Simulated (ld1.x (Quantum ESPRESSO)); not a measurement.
# Reading a pseudo-wave (Pt)

Columns: radius, all-electron u(r) and pseudo u(r) of the 6s shell (level -22.13 eV) of platinum in the configuration [Xe] 4f14 5d8 6s0 6p0; PBE, scalar-relativistic, TM scheme, ld1.x (Quantum ESPRESSO) 7.5.

```json
{"r (bohr)": "0.118", "all-electron": "0.1441", "pseudo": "-0.0130"}
{"r (bohr)": "0.235", "all-electron": "-0.0881", "pseudo": "-0.0269"}
{"r (bohr)": "0.353", "all-electron": "-0.2254", "pseudo": "-0.0427"}
{"r (bohr)": "0.470", "all-electron": "-0.0101", "pseudo": "-0.0613"}
{"r (bohr)": "0.588", "all-electron": "0.2367", "pseudo": "-0.0842"}
{"r (bohr)": "0.705", "all-electron": "0.3595", "pseudo": "-0.1123"}
{"r (bohr)": "0.822", "all-electron": "0.3522", "pseudo": "-0.1473"}
{"r (bohr)": "0.940", "all-electron": "0.2525", "pseudo": "-0.1907"}
{"r (bohr)": "1.058", "all-electron": "0.1037", "pseudo": "-0.2431"}
{"r (bohr)": "1.175", "all-electron": "-0.0594", "pseudo": "-0.3040"}
{"r (bohr)": "1.292", "all-electron": "-0.2170", "pseudo": "-0.3723"}
{"r (bohr)": "1.410", "all-electron": "-0.3586", "pseudo": "-0.4459"}
{"r (bohr)": "1.528", "all-electron": "-0.4771", "pseudo": "-0.5198"}
{"r (bohr)": "1.645", "all-electron": "-0.5708", "pseudo": "-0.5882"}
{"r (bohr)": "1.763", "all-electron": "-0.6419", "pseudo": "-0.6473"}
{"r (bohr)": "1.880", "all-electron": "-0.6912", "pseudo": "-0.6923"}
{"r (bohr)": "1.998", "all-electron": "-0.7223", "pseudo": "-0.7224"}
{"r (bohr)": "2.115", "all-electron": "-0.7373", "pseudo": "-0.7373"}
{"r (bohr)": "2.232", "all-electron": "-0.7394", "pseudo": "-0.7394"}
{"r (bohr)": "2.350", "all-electron": "-0.7308", "pseudo": "-0.7308"}
{"r (bohr)": "2.468", "all-electron": "-0.7136", "pseudo": "-0.7136"}
{"r (bohr)": "2.585", "all-electron": "-0.6902", "pseudo": "-0.6902"}
{"r (bohr)": "2.702", "all-electron": "-0.6621", "pseudo": "-0.6621"}
{"r (bohr)": "2.820", "all-electron": "-0.6303", "pseudo": "-0.6303"}
{"r (bohr)": "2.938", "all-electron": "-0.5964", "pseudo": "-0.5964"}
{"r (bohr)": "3.055", "all-electron": "-0.5614", "pseudo": "-0.5614"}
```

(1) How many radial nodes do the two functions have?

(2) At about which radius was the pseudo-wave matched?

(3) Where does each function peak?

(4) Is the pseudo-wave norm-conserving?

## Answers

(1) The all-electron 6s function has n − l − 1 = 5 (the table is too coarse to show those close to the nucleus); the pseudo-wave has 0, since the states of the same l below it are removed with the core.

(2) 2.30 bohr. The columns agree to 0.0005 from 2.00 bohr on; several derivatives are matched, so the curves merge somewhat inside the radius.

(3) Outermost all-electron maximum near 2.23 bohr, pseudo maximum near 2.23 bohr (to the table’s step).

(4) Yes: the TM scheme keeps the norm inside the radius equal to the all-electron one, which fixes the energy derivative of the logarithmic derivative at the level.
